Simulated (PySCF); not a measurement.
Nb(Me)5 (C5H15Nb), SMILES [CH3][Nb]([CH3])([CH3])([CH3])[CH3], multiplicity 1.

Geometry optimised at B3LYP-D3(BJ)/def2-SVP. The spin state was assumed, not searched. The def2 effective core potentials stand for the cores of Nb; spin–orbit coupling is left out.

Two levels are set side by side: TDA-PBE/def2-SVPD (PySCF) and TDA-ωB97X/def2-SVPD (PySCF). Vertical, same geometry. The lowest singlet is HOMO→LUMO 99 % with PBE and HOMO−1→LUMO 73 %, HOMO→LUMO 25 % with the other functional; states are paired by order. Differences are taken from unrounded values.

```json
[
 {"quantity": "lowest singlet excitation (eV)", "TDA-ωB97X": "3.68", "TDA-PBE": "3.16", "TDA-PBE minus TDA-ωB97X": "-0.52"},
 {"quantity": "lowest triplet excitation (TDA) (eV)", "TDA-ωB97X": "3.28", "TDA-PBE": "2.75", "TDA-PBE minus TDA-ωB97X": "-0.53"}
]
```

Functionals without exact exchange tend to place singlet excitations lower, as here. Differences between two approximate levels are no errors against the true value.

Rough cost on one machine, each run with all the roots and properties that it gave: TDA-ωB97X against TDA-PBE about 5 times.
